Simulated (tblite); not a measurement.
Compound: C5H7ClS2Si.
Atom-mapped SMILES: `[CH3:1][C:2]#[C:3][Si@@H:4]([Cl:5])[S:6][C:7]([CH3:8])=[S:9]` (hydrogens: H10, H11, H12 on C1; H13 on Si4; H14, H15, H16 on C8)

The geometry is computed with GFN2-xTB (gas phase).

(1) List the bond lengths, angles and torsions at this level.

## Answers

(1) 
```csv
bond,length (bohr),order
C1–C2,2.720,single
C2≡C3,2.281,triple
C3–Si4,3.464,single
Si4–Cl5,3.812,single
Si4–S6,4.183,single
S6–C7,3.264,single
C7–C8,2.814,single
C7=S9,3.091,double
"C1–H10, C1–H11, C1–H12",2.059,single
Si4–H13,2.740,single
"C8–H14, C8–H15, C8–H16",2.058,single
```

Bonds in one row agree within 0.02 bohr and their mean is given. Orders are formal, as drawn. A selection of angles:
```csv
angle,degrees
C1–C2–C3,179.3
C2–C3–Si4,177.2
C3–Si4–Cl5,110.2
C3–Si4–S6,106.8
Cl5–Si4–S6,103.8
Si4–S6–C7,100.3
S6–C7–C8,114.8
S6–C7–S9,123.2
C8–C7–S9,122.1
```

Torsions: C3–Si4–S6–C7 67° (synclinal); Si4–S6–C7–C8 -179° (antiperiplanar).

Si4 (chlorine-bound silicon) is distorted tetrahedral (angles from 103.8° to 117.9°). The C–C distances run from 1.207 Å (C2≡C3, drawn triple) to 1.489 Å (C7–C8, drawn single), a spread of 0.282 Å. The C–S distances run from 1.635 Å (C7=S9, drawn double) to 1.727 Å (S6–C7, drawn single), a spread of 0.092 Å. Of the pairs four or more bonds apart, C3···S9 is among the closest relative to their van der Waals radii: 3.27 Å, 93 % of the sum of Bondi's values.

Point group: C1 (no symmetry element, even within 0.4 Å). GFN2-xTB frequencies show an imaginary mode (25i cm⁻¹), so the point is no minimum at that level. 3 starts were optimised and ended at 0.00, 1.57 and 4.89 kcal/mol (GFN2-xTB); the lowest of these is shown.
